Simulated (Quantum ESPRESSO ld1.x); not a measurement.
The rhenium ion Re53+, configuration [Ar] 3d4. Calculated with ld1.x of Quantum ESPRESSO 7.5: non-relativistic Kohn-Sham, LDA (Slater exchange, VWN5 correlation), spin-polarised, spherical densities, point nucleus; open shells are filled with parallel spins first; relativity is left out, which matters for an element this heavy. Some entries of the table are withheld. Estimate them.

| orbital | occ. | eigenvalue (Ry) | <r> (bohr) | <1/r> (bohr^-1) |
|---|---|---|---|---|
| 1s up | 1 | -5067.51 | 0.02021 | 74.41 |
| 1s down | 1 | -5067.44 | 0.02020 | 74.41 |
| 2s up | 1 | -1040.40 | 0.08476 | 17.58 |
| 2s down | 1 | -1038.63 | 0.08470 | 17.59 |
| 2p up | 3 | -1010.03 | 0.07166 | 17.59 |
| 2p down | 3 | -1008.71 | 0.07159 | 17.60 |
| 3s up | 1 | -399.762 | 0.2046 | 7.183 |
| 3s down | 1 | -398.245 | 0.2050 | 7.163 |
| 3p up | 3 | -387.206 | 0.1938 | 7.142 |
| 3p down | 3 | -385.556 | 0.1942 | 7.120 |
| 3d up | 4 | -365.999 | 0.1675 | 7.044 |
| 3d down | 0 | -363.866 | 0.1680 | 7.030 |
| 4s up | 0 | -208.965 | 0.3839 | 3.813 |
| 4s down | 0 | -208.462 | 0.3847 | 3.804 |
| 4p up | 0 | -203.423 | 0.3764 | 3.781 |
| 4p down | 0 | -202.887 | 0.3773 | 3.772 |
| 4d up | 0 | -194.494 | 0.3561 | 3.710 |
| 4d down | 0 | -193.874 | 0.3571 | 3.702 |
| 4f up | 0 | -185.269 | (1) | 3.588 |
| 4f down | 0 | -184.453 | (2) | 3.569 |

Answer. 
(1) 4f up <r> (bohr): 0.3159
(2) 4f down <r> (bohr): 0.3175
